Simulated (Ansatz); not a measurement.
Calculated with Ansatz (gas phase, PBE0-D4/def2-TZVP geometries, no zero-point term in ΔE). CCSD(T)/CBS is the MP2 limit (def2-TZVPP, def2-QZVPP) plus CCSD(T) − MP2 in def2-TZVPP, frozen cores. This one scheme is used for every species. DFT in def2-TZVPP. One conformer a species, not always the lowest.

Consider the cleavage of the Si–Si bond: `O[SiH](O)[SiH2]Cl` + H–F → `O[SiH](O)F` + `[SiH3]Cl`.

| level | ΔE (kcal/mol) | difference from CCSD(T)/CBS |
| --- | --- | --- |
| PBE0-D4 | -38.9 | 3.7 |
| ωB97X-V | -43.0 | -0.4 |
| ωB97M-V | -44.4 | -1.8 |
| r2SCAN | -43.6 | -1.0 |
| PBE0 | -40.4 | 2.2 |
| HF/def2-TZVPP | -50.7 | -8.1 |
| MP2/def2-TZVPP | -44.4 | -1.8 |
| SCS-MP2/def2-TZVPP | -45.6 | -3.0 |
| CCSD(T)/def2-TZVPP | -43.4 | -0.8 |
| MP2/CBS(def2) | -43.6 | -1.0 |
| CCSD(T)/CBS | -42.6 | 0 |

Largest T1 diagnostic among the species: 0.011.

The D4 term adds +2.6 kcal/mol with B3LYP and +1.5 kcal/mol with PBE0; it sums over pairs of atoms, weighted by their polarisabilities, and B3LYP, whose exchange is more repulsive, gets the larger term. From PBE to PBE0 (25 % exact exchange), in def2-TZVPP and without D4, ΔE moves by −1.8 kcal/mol. In def2-TZVPP, CCSD(T) changes the Hartree–Fock value by +7.2 kcal/mol (the triples alone add +1.0 kcal/mol) and MP2 by +6.3 kcal/mol.

B3LYP here is the variant with VWN-RPA as its local correlation; programs differ in this.
